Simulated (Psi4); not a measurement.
C₂H₄N₃ (SMILES c1n[nH]c[nH+]1), charge +1, singlet, at a GFN2-xTB geometry. Base run: CCSD(T)/3-21G (Psi4 1.11).

The Psi4 input:
```
memory 2 GB

molecule {
1 1
C    -0.72438958   -0.87288884   -0.09129060
N     0.55762667   -1.03705194   -0.15259445
N     1.09045631    0.16973986   -0.01179850
C     0.15167649    1.09037013    0.13747465
N    -1.01674140    0.44847481    0.09012567
H    -1.44403652   -1.66418423   -0.17208821
H     2.10037297    0.28380633   -0.02835101
H     0.29970022    2.14638776    0.27058309
H    -1.93914925    0.86096327    0.17262278
}

set {
  basis 3-21g
}

energy('ccsd(t)')
print_variables()
```

Each row names what was changed in the base input (with any setting that the change needs).

```
change                          ΔE vs base (mEh)  MP2 correlation (Eh)  CC correlation without the perturbative part (Eh)  basis functions  core-seconds (rough)
------------------------------  ----------------  --------------------  -------------------------------------------------  ---------------  --------------------
base                                       0.000              -0.50276                                           -0.52399               53                    20
scf_type = pk; mp2_type = conv             0.000              -0.50276                                           -0.52399               53                    10
method = dlpno-mp2                    (withheld)            (withheld)                                                  -               53                     6
method = mp4                              -0.096              -0.50276                                                  -               53                     9
method = mp3                          (withheld)              -0.50271                                                  -               53                     4
method = cisd                             89.586              -0.50276                                                  -               53                     6
method = mp2.5                        (withheld)              -0.50271                                                  -               53                     4
cc_type = df                               0.044              -0.50271                                           -0.52404               53                    10
puream = on                                0.000              -0.50276                                           -0.52399               53                    10
method = fno-ccsd(t)                       0.000              -0.50276                                           -0.52399               53                    10
```

What belongs in the gaps?


- method = dlpno-mp2, ΔE vs base (mEh): 41.073
- method = dlpno-mp2, MP2 correlation (Eh): -0.50254
- method = mp3, ΔE vs base (mEh): 35.300
- method = mp2.5, ΔE vs base (mEh): 38.099
